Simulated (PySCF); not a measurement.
AlSb at PBE0

Level: PBE0. basis Al cc-pV(T+d)Z, Sb cc-pVTZ-PP with ECP28; scalar-relativistic core potentials; PySCF 2.14.

```
state                                            : ³Π (triplet), unpaired electrons σ ↑, π ↑, a second solution, started from another occupation
bond length                                      : 2.510 Å
harmonic wavenumber                              : 321 cm⁻¹
force constant                                   : 1.34 mdyn/Å
rotational constant Be                           : 0.1213 cm⁻¹
anharmonicity ωexe                               : 1.30 cm⁻¹
vibration–rotation constant αe                   : 0.000669 cm⁻¹
energy of the minimum from ground-state Al + Sb  : -1.81 eV
bond order (Mayer)                               : 1.80
dipole moment (positive dipole means Al(−)Sb(+)) : -1.72 D
```

These are scalar-relativistic numbers at best; spin–orbit coupling would shift them, the dissociation energy most.
